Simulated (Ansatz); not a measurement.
Relaxation of Cl3FH3HfP (9 atoms, charge 0, multiplicity 1), to a largest force component of 0.03 eV/Å in at most 50 steps.

All numbers below come from Ansatz 0.2.0, RKS PBE0-D4/def2-SVP.

```xyz
9
Properties=species:S:1:pos:R:3
Hf -0.596 -0.190 -0.374
F -0.055 1.355 2.344
Cl 1.411 -1.092 0.403
Cl -0.724 2.053 -1.000
Cl -1.263 -1.455 -2.207
P -2.407 -0.571 1.416
H -3.508 -0.525 0.509
H -2.278 -1.993 1.432
H -0.869 1.106 2.710
```

Task: Where does it end, and by what steps?

Result: It converged. After 10 steps the energy has fallen by 0.233 eV; F2 moved furthest, 0.51 Å. Joined: Hf1–F2 (3.17 → 2.38 Å).

```json
{"step": "0", "energy less start (eV)": "0.0000", "largest force component (eV/Å)": "0.264", "accepted": "yes"}
{"step": "1", "energy less start (eV)": "-0.0614", "largest force component (eV/Å)": "0.296", "accepted": "yes"}
{"step": "2", "energy less start (eV)": "-0.1479", "largest force component (eV/Å)": "0.483", "accepted": "yes"}
{"step": "3", "energy less start (eV)": "-0.1868", "largest force component (eV/Å)": "0.552", "accepted": "yes"}
{"step": "4", "energy less start (eV)": "-0.2215", "largest force component (eV/Å)": "0.123", "accepted": "yes"}
{"step": "5", "energy less start (eV)": "-0.2170", "largest force component (eV/Å)": "0.452", "accepted": "no"}
{"step": "6", "energy less start (eV)": "-0.2298", "largest force component (eV/Å)": "0.043", "accepted": "yes"}
{"step": "7", "energy less start (eV)": "-0.2320", "largest force component (eV/Å)": "0.041", "accepted": "yes"}
{"step": "8", "energy less start (eV)": "-0.2321", "largest force component (eV/Å)": "0.134", "accepted": "yes"}
{"step": "9", "energy less start (eV)": "-0.2329", "largest force component (eV/Å)": "0.040", "accepted": "yes"}
{"step": "10", "energy less start (eV)": "-0.2332", "largest force component (eV/Å)": "0.021", "accepted": "yes"}
```

```xyz
9
Properties=species:S:1:pos:R:3
Hf -0.484 -0.023 -0.162
F -0.199 1.128 1.906
Cl 1.558 -1.009 0.428
Cl -0.640 2.148 -1.026
Cl -1.170 -1.329 -1.963
P -2.433 -0.599 1.528
H -3.562 -0.411 0.686
H -2.370 -2.018 1.490
H -0.988 0.802 2.344
```

Whether the end is a true minimum wasn't checked by a vibrational analysis.

Run time: 21 s on 4 threads of Intel(R) Xeon(R) 6975P-C (Granite Rapids) (shared host), peak memory 0.4 GiB.
